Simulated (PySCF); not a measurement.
SMILES S(C)CC(C)(C)C (GFN2-xTB optimised geometry):

```
21

C      1.798    -2.257     0.029
S      1.552    -0.461     0.000
C     -0.278    -0.461     0.000
C     -0.879     0.946     0.000
C     -0.438     1.702     1.254
C     -0.429     1.705    -1.249
C     -2.405     0.808    -0.005
H      1.346    -2.702    -0.853
H      2.869    -2.428     0.024
H      1.359    -2.671     0.933
H     -0.594    -1.010    -0.890
H     -0.593    -1.009     0.890
H     -0.871     2.699     1.266
H     -0.757     1.176     2.151
H      0.646     1.793     1.274
H     -0.741     1.181    -2.150
H      0.654     1.798    -1.261
H     -0.864     2.702    -1.262
H     -2.742     0.271    -0.890
H     -2.747     0.267     0.875
H     -2.869     1.791    -0.005
```

Level of theory: PySCF with CAM-B3LYP/def2-SVP.

Task: What are the frontier orbital energies and the dipole moment?

Result: HOMO-2 -10.43 eV, HOMO-1 -9.63 eV, HOMO -7.36 eV, LUMO 2.23 eV, LUMO+1 2.67 eV; dipole moment 1.41 D.

On the same geometry PBE/def2-SVP run with PySCF gives HOMO-2 -7.70 eV, HOMO-1 -7.06 eV, HOMO -4.75 eV, LUMO 0.27 eV, LUMO+1 0.89 eV; dipole moment 1.40 D.

Meta-Löwdin charges at CAM-B3LYP/def2-SVP: C1 -0.34, S2 -0.01, C3 -0.21, C4 0.09, C5 -0.29, C6 -0.29, C7 -0.29, H8 0.11, H9 0.12, H10 0.11, H11 0.09, H12 0.09, H13 0.09, H14 0.09, H15 0.10, H16 0.09, H17 0.10, H18 0.09, H19 0.09, H20 0.09, H21 0.09.
